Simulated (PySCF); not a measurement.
# State search for KTe

Unrestricted PBE0; K x2c-SVPall, Te x2c-SVPall; spin-free X2C with a Gaussian nucleus (PySCF 2.14). Outer shells of the fragments: K 4s1; Te 4d10 5s2 5p4.

Followed along the bond (rough minima from three points):

| 2Ms+1 | unpaired | ⟨S²⟩ at the start | R at minimum (Å) | Te (eV) |
| --- | --- | --- | --- | --- |
| 2 | π ↑ | 0.75 | 3.17 | 0.00 |
| 2 | σ ↑ | 0.75 | 3.04 | 0.44 |
| 4 | σ ↑, π ↑↑ | 3.75 | none in the scan | ≤ 2.12 |

Solutions found at the starting distance of 3.265 Å, counted from the lowest of them; the search is not exhaustive and high or unbound solutions are not listed, so other states can lie among these:

```csv
2Ms+1,unpaired,term,E (eV),⟨S²⟩,⟨Lz²⟩,μ (D)
2,π ↑,²Π,0.00,0.75,1.01,-10.38
2,σ ↑,²Σ⁺,0.50,0.75,0.00,-11.18
4,"σ ↑, π ↑↑",⁴Σ⁻,2.23,3.75,0.00,3.38
2,"σ ↓, π ↑↑",mixed,2.27,1.75,0.00,3.72
4,"σ ↑↑, π ↑",⁴Π,2.50,3.75,1.00,3.27
2,"σ ↑, π ↑↓",mixed,2.61,1.76,2.01,3.55
4,π ↑↑↑,⁴Π,3.60,3.75,1.00,1.13
2,σ ↑,mixed,3.71,0.75,2.00,3.57
4,"σ ↑, π ↑↑",mixed,3.86,3.75,2.00,0.77
4,"σ ↑, π ↑↑",mixed,3.96,3.75,2.00,1.03
```

A term symbol is given only where ⟨S²⟩ and ⟨Lz²⟩ are close to those of a pure state; real π, δ and φ orbitals otherwise mix terms. A positive dipole means K(−)Te(+).

Compare the gap between the two lowest followed solutions at the starting distance with the gap between their minima.

At PBE0 the second solution (doublet, unpaired electrons σ ↑) lies +0.50 eV from the first (doublet, unpaired electrons π ↑) at 3.265 Å and +0.44 eV at the minima; the two curves relax by different amounts, since their minima lie near 3.04 and 3.17 Å.

Spin–orbit coupling is left out. Counting both spins, an empty level lies below a filled one in some of these solutions, because spin and occupation are held.
